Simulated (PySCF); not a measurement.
Spectra and structures to be paired. Method used: TDDFT B3LYP/def2-SVPD, vertical, gas phase, core orbitals frozen in the response (PySCF 2.14.0, density-fitted response routines). Geometries: GFN2-xTB; one conformer of each isolated species. Triplets are in the Tamm–Dancoff approximation.

A. `[Si@@H](Cl)(OC)[SiH2]CCl`
B. `FCSCF`
C. `N#C[Si@H]1C[Si@@H](C1)C`

Lowest singlet levels (six at most, fewer where fewer were computed) with oscillator strengths:

1. 210 nm (f 0.001); 185 nm (f 0.045); 177 nm (f 0.020); 163 nm (f 0.019); 160 nm (f 0.013); 158 nm (f 0.000); T1 5.45 eV
2. 206 nm (f 0.001); 189 nm (f 0.043); 188 nm (f 0.030); 182 nm (f 0.003); 180 nm (f 0.201); 177 nm (f 0.029); T1 5.73 eV
3. 203 nm (f 0.013); 195 nm (f 0.043); 193 nm (f 0.004); 185 nm (f 0.000); 183 nm (f 0.015); 183 nm (f 0.015); T1 5.60 eV

Question: Match each spectrum to its molecule.

Answer: 1 = B, 2 = C, 3 = A.
- A: S1 at 6.10 eV, HOMO→LUMO (98%); Löwdin shares by element: HOMO chlorine 33% or more, carbon 16% or more, silicon 13% or more, oxygen 9% (atoms not listed hold the other 29%); LUMO silicon 45%, chlorine 18% (atoms not listed hold the other 37%); HOMO -7.78 and LUMO -0.80 eV.
- B: S1 at 5.91 eV, HOMO→LUMO (97%); Löwdin shares by element: HOMO sulfur 73%, carbon 15%; LUMO sulfur 60%, carbon 19%, hydrogen 4% or more (atoms not listed hold the other 17%); HOMO -7.34 and LUMO -0.12 eV; point group C2, 1 of its 6 listed states under f = 0.0005.
- C: S1 at 6.02 eV, HOMO→LUMO (98%); Löwdin shares by element: HOMO carbon 36% or more, silicon 28% (atoms not listed hold the other 36%); LUMO carbon 28% or more, silicon 22% or more, nitrogen 18% (atoms not listed hold the other 33%); HOMO -8.07 and LUMO -1.00 eV; point group Cs.
A and C have S1 within 0.09 eV of each other; their strongest listed levels stand at 6.37 eV (f 0.043) and 6.89 eV (f 0.201).
B and C have S1 within 0.11 eV of each other; their strongest listed levels stand at 6.69 eV (f 0.045) and 6.89 eV (f 0.201).
